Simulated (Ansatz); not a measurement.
`Cl[Si](Cl)(I)I` → `Cl[Si]Cl` + I₂ at 700 K and 1 bar (silylene formation by 1,1-elimination).

Calculated with Ansatz (gas phase, PBE0-D4/def2-TZVP geometries, no zero-point term in ΔE). CBS: MP2 limit from def2 TZ/QZ plus the TZ coupled-cluster correction, frozen cores. This one scheme is used for every species. Elements past krypton have def2 core potentials. For I outer-core shells are correlated without core-valence functions, which leaves a few kJ/mol of doubt a bond.

| species | CCSD(T)/CBS energy (Eh) | H − E (kJ/mol) | S (J/(mol·K)) |
| --- | --- | --- | --- |
| `Cl[Si](Cl)(I)I` | -1803.70048 | 77.7 | 474.9 |
| `Cl[Si]Cl` | -1208.69388 | 41.9 | 328.3 |
| I₂ | -594.89268 | 26.3 | 291.7 |

H − E and S are ideal-gas, rigid-rotor, harmonic terms from PBE0-D4/def2-TZVP. 1 Eh = 2625.50 kJ/mol, R = 8.31446 J/(mol·K).

Problem. By hand: ΔE, ΔH, ΔS and ΔG.

Solution. ΔE = (-1208.69388) + (-594.89268) − (-1803.70048) = 0.11392 Eh = 299.1 kJ/mol. Δ(H − E) = 41.9 + 26.3 − 77.7 = -9.5, so ΔH = 289.6 kJ/mol. ΔS = 328.3 + 291.7 − 474.9 = 145.1 J/(mol·K). ΔG = 289.6 − 700 × (145.1)/1000 = 188.0 kJ/mol.

Problem. By hand: the equilibrium constant, and the temperature at which ΔG would vanish if ΔH and ΔS stayed fixed.

Solution. log₁₀ K = −ΔG/(RT ln 10) = -14.0. ΔG = 0 at ΔH/ΔS = 1996 K.

The number of gas molecules changes by +1, which sets the sign of ΔS. A doubt of 5 kJ/mol in ΔE shifts log₁₀ K by 0.4 here. These are equilibria of isolated gas molecules and say nothing of rates. Largest T1 diagnostic: 0.013 (customary marks: 0.02 for closed shells, 0.045 for open ones).
